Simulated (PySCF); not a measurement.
Species: C6H5FNO2 (charge -1).
Atom-mapped SMILES: `[N:1]#[C:2][C@@H:3]1[CH2:4][C@@:5]1([CH2:6][F:7])[C:8](=[O:9])[O-:10]` (hydrogens: H11 on C3; H12, H13 on C4; H14, H15 on C6)

Structure optimised with GFN2-xTB, isolated species.

(1) Give the optimised bond lengths and angles.

Answers

(1) 
```tsv
bond	length (Å)
N1≡C2	1.150
C2–C3	1.407
C3–C4	1.511
C4–C5	1.491
C5–C6	1.501
C6–F7	1.389
C5–C8	1.603
C8=O9	1.231
C8–O10	1.231
C3–C5	1.519
C3–H11	1.087
C4–H12	1.083
C4–H13	1.081
C6–H14	1.096
C6–H15	1.096
```

A selection of angles:
```tsv
angle	degrees
N1–C2–C3	178.7
C2–C3–C4	120.3
C2–C3–C5	120.9
C4–C3–C5	58.9
C3–C4–C5	60.8
C4–C5–C6	120.6
C4–C5–C8	116.2
C6–C5–C8	113.7
C3–C5–C4	60.3
C3–C5–C6	121.2
C3–C5–C8	114.8
C5–C6–F7	113.9
C5–C8–O9	114.2
C5–C8–O10	114.5
O9–C8–O10	131.2
```

Dihedral angles: C2–C3–C4–C5 -110° (anticlinal); C3–C4–C5–C6 111° (anticlinal); C4–C5–C6–F7 -6° (synperiplanar); C4–C5–C8–O9 47° (synclinal); C2–C3–C5–C4 109° (anticlinal).

Of the pairs four or more bonds apart, O10···H15 is among the closest relative to their van der Waals radii: 2.28 Å, 84 % of the sum of Bondi's values. C8 (carboxylate carbon) is planar (angles 131.2°, 114.5° and 114.2°, sum 360.0°, 0.00 Å off the plane of its three neighbours). The C–C distances run from 1.407 Å (C2–C3, drawn single) to 1.603 Å (C5–C8, drawn single), a spread of 0.196 Å. The 3-membered ring C3–C4–C5 has internal angles of 58.9° to 60.8°.

Point group: C1 (no symmetry element, even within 0.4 Å). No frequency check.

One conformer stands for the species.

The numbers are calculated, not measured.
